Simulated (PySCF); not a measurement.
## Does the structure fit the spectrum?

A compound C4H9ClOSi gives the data below (simulated from a calculation) and was assigned the structure `C=C[C@@H](Cl)[SiH2]OC`.

$^{13}$C{$^{1}$H} NMR (computed): δ 165.0 (C), 92.3 (CH2), 28.5 (CH2), 24.9 (CH3).

$^{1}$H NMR (500 MHz, computed): δ 4.82 (t, 2H), 4.36 (br s, 1H), 4.06 (br s, 1H), 3.16 (t, 2H), 1.88 (s, 3H).

- geometry: GFN2-xTB
- σ from GIAO-PBE0/pcSseg-1
- program: PySCF
- rapidly exchanging positions averaged, in vacuum, a single conformation, no relativistic terms

Referencing at the same level of theory: $^{1}$H and $^{13}$C against TMS.

(1) Compare with the shifts computed for the proposed structure, pairing carbons in order of shift.

(2) Which isomer fits?

Answers

(1) Structure with atom numbers: `[CH2:1]=[CH:2][C@@H:3]([Cl:4])[SiH2:5][O:6][CH3:7]`. Each H is labelled by its parent atom.

```csv
atom,computed for proposal,given list,difference
C2,146.2,165.0,-18.8
C1,122.8,92.3,+30.5
C7,53.9,28.5,+25.4
C3,51.2,24.9,+26.3
```

The rms difference is 25.6 ppm and the largest +30.5 ppm at C1 (terminal =CH2 carbon). The carbon types in order of shift don't match either: CH, CH2, CH3, CH for the proposal against C, CH2, CH2, CH3 in the data. The proposal doesn't fit.

(2) SMILES C=C(C)O[SiH2]CCl.

1. Carbon types of the structure: 1 × C, 2 × CH2, 1 × CH3, leaving 2 H on heteroatoms.
2. δC 165.0: alkene carbon bearing oxygen; an sp2 carbon further deshielded by the attached heteroatom.
3. δC 92.3: β carbon of an enol-ether or enamine type C=C; the O or N lone pair pushes π density onto this β carbon and shields it.
4. δC 28.5: sp3 CH2 bonded to Cl and Si; deshielded by the electronegative neighbour.
5. δH 1.88: hydrogen on an allylic methyl carbon; allylic position.

Other isomers checked: CO[SiH2]C/C=C\Cl (rms 28.0 ppm); Cl[C@H]1COCC[SiH2]1 (rms 45.2 ppm).

The data come from this structure; uniqueness wasn't tested.

Carbons that carry Cl, above all several Cl atoms, come out too deshielded, partly because spin–orbit coupling is missing. Shifts are as computed. Against solution values, carbons near 30 ppm lie about +3 ppm off and those near 130 ppm about +5 ppm; carbons on Cl a further +6 ppm. Of 1211 compounds with measured shifts, 218 miss one by over three times the rms of a fit or turn the order of signals round; such compounds aren't used in these exercises. No couplings were computed; multiplicities are counted from neighbouring protons, with m where these are inequivalent, close in shift, in a saturated or five-membered ring or joined by F or P, and br s for small geminal =CH2 splittings.
